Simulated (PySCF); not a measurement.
selenium atom (Se), triplet; HF/pcseg-1 (PySCF).

The PySCF input:
```python
from pyscf import gto, scf

mol = gto.Mole()
mol.atom = '''
    Se    0.00000000    0.00000000    0.00000000
'''
mol.basis = 'pcseg-1'
mol.spin = 2
mol.verbose = 5
mol.build()

mf = scf.UHF(mol)
mf.kernel()
mf.analyze()
```

Q: What does PySCF print? Leave out banner, timings and long lists.

A: 
```
PySCF version 2.14.0

[INPUT] verbose = 5
[INPUT] max_memory = 4000
[INPUT] num. atoms = 1
[INPUT] num. electrons = 34
[INPUT] charge = 0
[INPUT] spin (= nelec alpha-beta = 2S) = 2
[INPUT] symmetry False subgroup None
[INPUT] Mole.unit = angstrom
[INPUT] Symbol           X                Y                Z      unit          X                Y                Z       unit  Magmom
[...]
[INPUT] ---------------- BASIS SET ----------------
[INPUT] l, kappa, [nprim/nctr], expnt,             c_1 c_2 ...
[INPUT] Se
[...]
                                16033.5           0.0140628    0    0    0    0
                                3648.55           0.0698778    0    0    0    0
                                1030.51           0.244139    0    0    0    0
                                335.807            0.5    0    0    0    0
                                115.993           0.396624    0    0    0    0
                                221.948              0 -0.0795948    0    0    0
                                26.7743              0  0.5    0    0    0
                                12.0806              0 0.369956    0    0    0
                                4.172                0 0.043985    0    0    0
                                3.26597              0    0  0.5    0    0
                                1.35565              0    0 0.230246    0    0
                                0.326566             0    0    0    1    0
                                0.11849              0    0    0    0    1
[...]
                                658.708           0.0239501    0    0    0
                                212.226           0.111895    0    0    0
                                79.4029           0.323826    0    0    0
                                32.1682            0.5    0    0    0
                                13.0029           0.279638    0    0    0
                                8.29337              0 0.289271    0    0
                                3.45432              0  0.5    0    0
                                1.44531              0 0.255922    0    0
                                0.469002             0    0    1    0
                                0.130992             0    0    0    1
[...]
                                44.1776           0.0819576    0
                                16.0701           0.272708    0
                                6.34017           0.490039    0
                                2.44942            0.5    0
                                0.866162          0.233781    0
                                0.287                0    1

nuclear repulsion = 0
number of shells = 3
number of NR pGTOs = 82
number of NR cGTOs = 27
basis = pcseg-1
ecp = {}

******** <class 'pyscf.scf.uhf.UHF'> ********
method = UHF
initial guess = minao
damping factor = 0
level_shift factor = 0
DIIS = <class 'pyscf.scf.diis.CDIIS'>
diis_start_cycle = 1
diis_space = 8
diis_damp = 0
SCF conv_tol = 1e-09
SCF conv_tol_grad = None
SCF max_cycles = 50
direct_scf = True
direct_scf_tol = 1e-13
number electrons alpha = 18  beta = 16
Set gradient conv threshold to 3.16228e-05
E1 = -3341.752440350874  E2 = 943.4889465365396  Ecoul = 1028.6016385424523  Exc = -85.11269200591266
init E= -2398.26349381433
cond(S) = 21.02236061036592

  alpha mo_energy =
[-4.60791023e+02 -6.06199325e+01 -5.42685467e+01 -5.42685467e+01
 -5.42685467e+01 -8.92102611e+00 -6.67793077e+00 -6.67793077e+00
 -6.67793077e+00 -2.66487181e+00 -2.66487181e+00 -2.66487181e+00
 -2.66487181e+00 -2.66487181e+00 -8.41350095e-01 -2.68813262e-01
 -2.68813262e-01 -2.68813262e-01  4.43174575e-01  5.74321013e-01
  5.74321013e-01  5.74321013e-01  5.74321013e-01  5.74321013e-01
  7.09766637e-01  7.09766637e-01  7.09766637e-01]
  beta  mo_energy =
[-4.60791023e+02 -6.06199325e+01 -5.42685467e+01 -5.42685467e+01
 -5.42685467e+01 -8.92102611e+00 -6.67793077e+00 -6.67793077e+00
 -6.67793077e+00 -2.66487181e+00 -2.66487181e+00 -2.66487181e+00
[...]
converged SCF energy = -2399.51633944213  <S^2> = 2.0068246  2S+1 = 3.0045463
Total Energy =                       -2399.516339442133358
[...]
0 Se 2px         0.00000   0.00000   0.00000   0.00000   0.00043
0 Se 2py        -0.00000  -0.00000  -0.00000  -0.00000   0.00116
0 Se 2pz        -0.00000  -0.00000  -0.00000  -0.00000  -0.00102
0 Se 3px         0.00000   0.00000  -0.00000  -0.00000  -0.00089
0 Se 3py        -0.00000  -0.00000  -0.00000   0.00000  -0.00241
0 Se 3pz         0.00000  -0.00000  -0.00000   0.00000   0.00213
0 Se 4px         0.00000   0.00000  -0.00000   0.00000   0.00477
0 Se 4py         0.00000   0.00000   0.00000  -0.00000   0.01282
0 Se 4pz         0.00000   0.00000   0.00000  -0.00000  -0.01137
0 Se 5px        -0.00000   0.00000   0.00000  -0.00000  -0.26795
0 Se 5py        -0.00000   0.00000  -0.00000  -0.00000  -0.72075
0 Se 5pz        -0.00000   0.00000  -0.00000   0.00000   0.63905
0 Se 3dxy        0.00176  -0.00315   0.00156   0.00482  -0.00000
0 Se 3dyz        0.00054  -0.00143  -0.00346   0.00210  -0.00000
0 Se 3dz^2       0.00244   0.00392  -0.00186   0.00342   0.00000
0 Se 3dxz       -0.00294   0.00142   0.00419   0.00376  -0.00000
0 Se 3dx2-y2     0.00338   0.00028   0.00472  -0.00204  -0.00000
0 Se 4dxy        0.32521  -0.58001   0.20542   0.63531  -0.00000
0 Se 4dyz        0.09871  -0.26319  -0.45551   0.27679  -0.00000
0 Se 4dz^2       0.44924   0.72323  -0.24465   0.45002  -0.00000
0 Se 4dxz       -0.54254   0.26195   0.55150   0.49479  -0.00000
0 Se 4dx2-y2     0.62314   0.05107   0.62149  -0.26904   0.00000
               #26       #27
0 Se 1s          0.00000   0.00000
0 Se 2s          0.00000   0.00000
0 Se 3s         -0.00000   0.00000
0 Se 4s         -0.00000   0.00000
0 Se 5s         -0.00000   0.00000
0 Se 2px         0.00094   0.00139
0 Se 2py         0.00076  -0.00094
0 Se 2pz         0.00125  -0.00048
0 Se 3px        -0.00311  -0.00457
0 Se 3py        -0.00250   0.00309
0 Se 3pz        -0.00412   0.00157
0 Se 4px         0.06209   0.09144
0 Se 4py         0.05004  -0.06179
0 Se 4pz         0.08247  -0.03134
0 Se 5px        -0.53760  -0.79178
0 Se 5py        -0.43333   0.53500
0 Se 5pz        -0.71415   0.27141
0 Se 3dxy        0.00000   0.00000
0 Se 3dyz       -0.00000  -0.00000
0 Se 3dz^2      -0.00000  -0.00000
0 Se 3dxz       -0.00000  -0.00000
0 Se 3dx2-y2    -0.00000   0.00000
0 Se 4dxy       -0.00000  -0.00000
0 Se 4dyz       -0.00000  -0.00000
0 Se 4dz^2       0.00000  -0.00000
0 Se 4dxz       -0.00000   0.00000
0 Se 4dx2-y2    -0.00000   0.00000

To work with the spin densities directly, `use mulliken_meta_spin()` only printing them here.

 ** Mulliken spin pop alpha/beta on meta-lowdin orthogonal AOs **
 ** Mulliken Spin Density (per AO)  **
spin_pop of  0 Se 1s        0.00000
spin_pop of  0 Se 2s       -0.00000
spin_pop of  0 Se 3s        0.00000
spin_pop of  0 Se 4s        0.00108
spin_pop of  0 Se 5s       -0.00008
spin_pop of  0 Se 2px       0.00000
spin_pop of  0 Se 2py       0.00000
spin_pop of  0 Se 2pz       0.00000
spin_pop of  0 Se 3px       0.00004
spin_pop of  0 Se 3py       0.00002
spin_pop of  0 Se 3pz       0.00002
spin_pop of  0 Se 4px       0.92802
spin_pop of  0 Se 4py       0.48040
spin_pop of  0 Se 4pz       0.59149
spin_pop of  0 Se 5px       0.00012
spin_pop of  0 Se 5py      -0.00008
spin_pop of  0 Se 5pz      -0.00003
spin_pop of  0 Se 3dxy      0.00004
spin_pop of  0 Se 3dyz      0.00003
spin_pop of  0 Se 3dz^2     0.00004
spin_pop of  0 Se 3dxz      0.00004
spin_pop of  0 Se 3dx2-y2    0.00004
spin_pop of  0 Se 4dxy     -0.00015
spin_pop of  0 Se 4dyz     -0.00067
spin_pop of  0 Se 4dz^2    -0.00005
spin_pop of  0 Se 4dxz     -0.00013
spin_pop of  0 Se 4dx2-y2   -0.00019
 ** Mulliken Spin Density (per atom)  **
spin density of  0 Se =      2.00000
 ** Mulliken pop alpha/beta on meta-lowdin orthogonal AOs **
 ** Mulliken pop       alpha | beta **
[...]
In total            18.00000 | 16.00000
 ** Mulliken atomic charges   ( Nelec_alpha | Nelec_beta ) **
charge of  0Se =      0.00000  (    18.00000     16.00000 )
Dipole moment(X, Y, Z, Debye): -0.00000,  0.00000,  0.00000
```
